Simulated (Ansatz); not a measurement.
Relaxed structures of AlBH$_{3}$ClO, singlet (PBE0-D4/def2-TZVP; forces vanish, vibrations not checked; lower isomers may exist, and structures with a doubtful reference or unclear bonds are left out; Å). Ansatz 0.2.0; basis: def2-TZVPP; cores frozen in the correlated methods.

**Question.** Rank them by CCSD(T) energy, lowest first, and give each one's height above the lowest. Links in brackets join atoms within 1.22 times the sum of their covalent radii (1.1 for two metals). (To be estimated.)
A.
AlBH₃ClO ([OH2][AlH][B][Cl])
```
7
angstrom
O -1.8043 0.3256 -0.1382
Al 0.0884 0.6970 -0.8823
B 1.1178 -0.7656 0.1490
Cl 1.9939 -2.2271 0.0725
H -2.0984 0.9928 0.4920
H 0.1605 2.1805 -0.2660
H -2.4945 0.2110 -0.7981
```
B.
AlBH₃ClO ([OH][AlH][BH][Cl])
```
7
angstrom
O -1.7885 0.4971 -0.3952
Al -0.1337 0.6966 -0.0623
B 0.9161 -1.0706 0.4986
Cl 1.9244 -1.8575 -0.6999
H -2.3549 1.2086 -0.6902
H 0.5176 2.1402 -0.2153
H 0.9191 -1.6145 1.5643
```
C.
AlBH₃ClO ([AlH2][O][BH][Cl])
```
7
angstrom
O 0.5465 -0.2845 0.2591
Al 0.4447 1.2437 -0.4671
B 0.4759 -1.5728 0.5427
Cl -0.2567 -2.7031 -0.6148
H 1.6687 1.6919 -1.3498
H -0.8381 2.0972 -0.1451
H 0.8889 -2.0350 1.5635
```
D.
AlBH₃ClO ([OH][Al][BH][ClH])
```
7
angstrom
O -1.8741 0.6732 -0.5112
Al -0.3233 0.1565 -0.0554
B 0.7286 -1.4345 0.6039
Cl 1.6469 -2.3040 -0.7813
H -2.1014 1.5648 -0.7678
H 2.9373 -1.9927 -1.0344
H 1.3650 -1.4503 1.6140
```

**Answer.** Computed: C (0.00 kcal/mol), B (42.96 kcal/mol), A (116.42 kcal/mol), D (129.54 kcal/mol). Heights count from the lowest.

T1 diagnostic: at most 0.020. The restricted Hartree–Fock reference is unstable towards an unrestricted one at one or more of these structures.

For scale, one of the runs: CCSD(T)/def2-TZVPP, 188 basis functions, launched by `ansatz run in.yaml --threads 2 --pin off --events-out ev --progress --plain --max-ram 4352MiB`. Time: 56 s of wall clock on 2 CPU threads of an Arm Neoverse V1; the host was shared. Peak host memory: 1.9 GiB.
